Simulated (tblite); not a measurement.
Species: C₅H₈OSi.
SMILES: `C=C1CO[SiH2]C1=C`

Computed with GFN2-xTB (tblite): harmonic, unscaled wavenumbers at the GFN2-xTB geometry, gas phase. Errors from tens to a few hundred cm⁻¹ against measured bands are possible. Modes of hydrogen on silicon can be 10 to 20 % off.

Harmonic wavenumbers (cm⁻¹): 33.4, 88.2, 259.8, 313.4, 360.9, 411.7, 423.1, 523.9, 573.4, 580.6, 627.6, 637.6, 708.6, 746.9, 785.8, 814.4, 858.8, 876.6, 897.2, 939.0, 977.1, 1100.1, 1133.0, 1192.5, 1230.9, 1304.0, 1394.3, 1428.8, 1464.8, 1653.2, 1686.4, 2271.0, 2294.7, 2890.3, 2918.4, 3076.3, 3105.0, 3117.5, 3133.6.

A = 3243, B = 2336, C = 1392 MHz; mass 112.034 u (most abundant isotopes); point group Cs, symmetry number 1.

Zero-point energy?

½Σν̃ = 24416 cm⁻¹ = 69.81 kcal/mol.

What is S at 273.15 K and 1 bar for an ideal gas of classical rigid rotors and harmonic oscillators?

Translation 39.65, rotation 27.55, vibration 17.57: S = 84.8 cal/(mol K).

And Cp and H(273.15 K) − H(0)?

Cp = 29.41 cal/(mol K), of which vibrations give 21.46 (their classical limit is 39 R = 77.5); H(273.15 K) − H(0) = 4.75 kcal/mol without the zero-point energy, 2.58 from vibrations.

Which modes carry the vibrational entropy at 273.15 K?

33.4 cm⁻¹: 5.44; 88.2 cm⁻¹: 3.53; 259.8 cm⁻¹: 1.51; 313.4 cm⁻¹: 1.20; 360.9 cm⁻¹: 0.99; 411.7 cm⁻¹: 0.80 cal/(mol K); the other 33 give 4.10 together.

What must be added to the electronic energy to get the Gibbs energy at 273.15 K and 1 bar?

ZPE + [H(273.15 K) − H(0)] − T·S = 69.81 + 4.75 − 23.15 = 51.41 kcal/mol.

Hindered rotation and anharmonicity are outside this model.
